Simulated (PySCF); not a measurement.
Species: C3H11PSi2.
Geometry (GFN2-xTB, Å), atoms numbered from 1 in this order:
```
atom  x, y, z in Å
C1    -2.186    1.038    0.532
Si2   -1.323   -0.586    0.078
C3     0.017   -0.358   -1.280
Si4    1.421   -0.571    0.009
P5     2.288    1.436    0.517
C6     0.086   -1.046    1.301
H7    -2.838    1.374   -0.268
H8    -1.456    1.820    0.720
H9    -2.793    0.925    1.425
H10   -2.279   -1.670   -0.184
H11    0.005   -1.133   -2.039
H12    0.001    0.596   -1.801
H13    2.418   -1.613   -0.295
H14    3.232    0.936    1.395
H15    3.188    1.441   -0.533
H16    0.110   -0.481    2.229
H17    0.103   -2.098    1.571
```

Computed with TDDFT CAM-B3LYP/def2-SVPD, vertical, gas phase, core orbitals frozen in the response (PySCF).

Ground-to-excited transition dipoles (e·a0, same axes as the geometry; the sign carries no meaning), for the states with f of 0.002 or more among the lowest 8:

```tsv
state	E (eV)	μx	μy	μz
S2	6.683	-0.004	0.050	-0.189
S3	6.822	0.294	-0.049	-0.018
S5	7.137	0.074	0.275	-0.173
S6	7.147	0.330	0.887	0.284
S7	7.207	-0.564	-0.793	-0.193
S8	7.505	-0.208	0.168	0.051
```

(1) Work out the oscillator strengths.

(2) Which bond between heavy atoms lies closest to the direction of the S7 transition dipole?

(3) What angle do the transition dipoles of S3 and S7 make?

Results:

(1) f = (2/3) ΔE |μ|² with ΔE in hartree (27.2114 eV).

| state | \|μ\|² (au) | \|μ\| (D) | f |
| --- | --- | --- | --- |
| S2 | 0.038 | 0.50 | 0.006 |
| S3 | 0.089 | 0.76 | 0.015 |
| S5 | 0.111 | 0.85 | 0.019 |
| S6 | 0.977 | 2.51 | 0.171 |
| S7 | 0.984 | 2.52 | 0.174 |
| S8 | 0.074 | 0.69 | 0.014 |

(2) Si4–P5, at 12° from it; next C1–Si2, Si4–C6 and C3–Si4 at 62°.

(3) |cos θ| = |μa·μb| / (|μa| |μb|) = 0.42, so θ ≈ 65° (taken between 0 and 90°, since the signs are arbitrary).

The run took 91 s on an Arm Neoverse N1 with one thread, on a shared host, and the process peaked at 1.0 GiB of memory.

One conformer stands for the species.

Without π bonds the low states may be Rydberg-like; a valence basis with one diffuse set may place them up to an eV too high.
